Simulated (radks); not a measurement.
Results of a calculation; reference values are marked as such.
Problem. The gallium ion Ga3+, [Ar] 3d10. Level of theory: non-relativistic Kohn-Sham, exchange-only LDA, spin-polarised, spherical densities, point nucleus (a radial shooting solver on a logarithmic mesh with Libxc functionals). Every spin shell is full or empty, so the densities are truly spherical. Functionals are evaluated on that one density, not self-consistently. Rank these exchange functionals by their error against the exact value of the orbitals, and give that value: LDA, B88, PBE, revPBE, PW91, WC, G96, EV93, revTPSS, SCAN, Tao-Mo, MVS.

Solution. Exact: -72.6511 hartree. From best to worst, with 100 (|E| - |E exact|)/|E exact| (equal figures are ties): revPBE -0.04, MVS +0.13, PW91 +0.17, B88 +0.23, PBE -0.27, SCAN +0.34, EV93 +0.35, Tao-Mo -0.47, G96 +0.48, revTPSS -0.60, WC -0.89, LDA -5.77.
